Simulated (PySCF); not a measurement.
# Curvature of the energy in the electron number along the 4p block, charge +1

Calculated with PySCF 2.14, in aug-cc-pVTZ-PP with ECP10MDF, ECP, aug-cc-pVTZ-DK, spin-free X2C: one orbital is emptied in steps, and each cell gives the departure of E from the straight line at half an electron, in eV (from a cubic fit). The exact functional gives zero.

| species | orbital | LDA | PBE | r2SCAN | PBE0 | BHandHLYP | LC-wPBE | wB97X | UHF |
| --- | --- | --- | --- | --- | --- | --- | --- | --- | --- |
| Ga⁺ | 4s beta | -1.13 | -1.12 | -0.96 | -0.81 | -0.57 | -0.11 | -0.23 | 0.06 |
| Ge⁺ | 4p alpha | -1.06 | -1.02 | -0.95 | -0.74 | -0.50 | -0.09 | -0.19 | 0.08 |
| Se⁺ | 4p alpha | -1.27 | -1.23 | -1.15 | -0.88 | -0.57 | -0.17 | -0.26 | 0.14 |
| Br⁺ | 4p beta | -1.26 | -1.21 | -1.10 | -0.86 | -0.56 | -0.15 | -0.32 | 0.20 |
| Kr⁺ | 4p beta | -1.36 | -1.31 | -1.21 | -0.93 | -0.58 | -0.20 | -0.34 | 0.23 |

Estimate the missing row, As⁺.

The calculation gives LDA -1.16; PBE -1.12; r2SCAN -1.04; PBE0 -0.81; BHandHLYP -0.53; LC-wPBE -0.12; wB97X -0.21; UHF 0.11.

How does the mean departure depend on the functional?

LDA -1.21 eV; PBE -1.17 eV; r2SCAN -1.07 eV; PBE0 -0.84 eV; BHandHLYP -0.55 eV; LC-wPBE -0.14 eV; wB97X -0.26 eV; UHF 0.14 eV. Semilocal functionals are convex (delocalisation error), Hartree-Fock is concave or straight, and exact exchange removes curvature roughly in proportion to its share, so among the functionals the range-separated hybrids usually come closest to zero.

No spin-orbit coupling is included.
